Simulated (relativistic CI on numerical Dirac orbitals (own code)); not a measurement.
Computed by Dirac-Coulomb-Breit CI, orbitals from a KLI potential per configuration, a model potential for QED, unscaled Slater integrals (own radial code, finite nucleus).

The strongest absorption lines from the ground level of an ion, among the configurations computed and to levels below about 116 eV (vacuum wavelength in Å, gf): 139.80 (0.61), 141.59 (0.45), 146.54 (0.84), 205.13 (1.3), 210.38 (11), 216.34 (1.6), 218.89 (6.1), 220.48 (2.2).

Which ion is it?
A. Tc VIII
B. Tc X
C. Ag XIV
D. Rh XII

B. Tc X has 34 electrons and the ground level 4s2.4p4 3P_2; the strongest line goes to 4s2.4p3.4d 3D°_3. The pattern of lines fixes the number of electrons, and along that sequence the line energies rise steadily with the charge (about as its square where n changes within one kind of shell, about linearly where n is kept but much faster in heavy ions where fine structure, which grows about as Z⁴, sets the gap, and irregularly where shells cross), which fixes Z. Configurations outside the model, such as inner-shell arrays, can give stronger lines. At this charge energies of transitions that change n are usually good to better than 1 %, and those within a shell (Δn = 0) to a few per cent.

LS names give the leading component of a level, which can be under half, so a name can repeat, a term be missing and a line seem to break the LS rules.
